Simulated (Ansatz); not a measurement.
One change: `O=CS[SiH3]` becomes `BSC=O`.

Ansatz, PBE0-D4/def2-TZVP geometries, multiplicity 1. Each molecule was computed in one conformer, which needn't be the lowest.

| property | `O=CS[SiH3]` |
| --- | --- |
| LUMO energy (PBE/def2-TZVPP) / eV | -2.27 |
| HOMO–LUMO gap (PBE0/def2-TZVPP) / eV | 6.82 |
| HOMO energy (ωB97M-V/def2-TZVPP) / eV | -10.15 |
| size of the dipole moment (B3LYP/def2-TZVPP) / D | 1.14 |
| HOMO energy (B3LYP/def2-TZVPP) / eV | -7.81 |
| HOMO energy (PBE0/def2-TZVPP) / eV | -8.04 |

Question: What does the change do to each property? (Best estimate.)

Answer: Ansatz gave: 
```tsv
property	`BSC=O`	shift
LUMO energy (PBE/def2-TZVPP) / eV	-3.07	-0.80
HOMO–LUMO gap (PBE0/def2-TZVPP) / eV	6.12	-0.70
HOMO energy (ωB97M-V/def2-TZVPP) / eV	-10.42	-0.27
size of the dipole moment (B3LYP/def2-TZVPP) / D	2.03	0.89
HOMO energy (B3LYP/def2-TZVPP) / eV	-7.95	-0.14
HOMO energy (PBE0/def2-TZVPP) / eV	-8.18	-0.14
```

With PBE0 the HOMO falls by 0.14 eV and the LUMO falls by 0.84 eV, so the gap narrows by about 0.70 eV. PBE moves the HOMO by -0.18 eV and ωB97M-V by -0.27 eV. The zero-point energy changes by -11.6 kJ/mol with -3 modes. Dipoles are sizes alone; their direction can turn.

B3LYP here is the variant with VWN-RPA as its local correlation; programs differ in this.
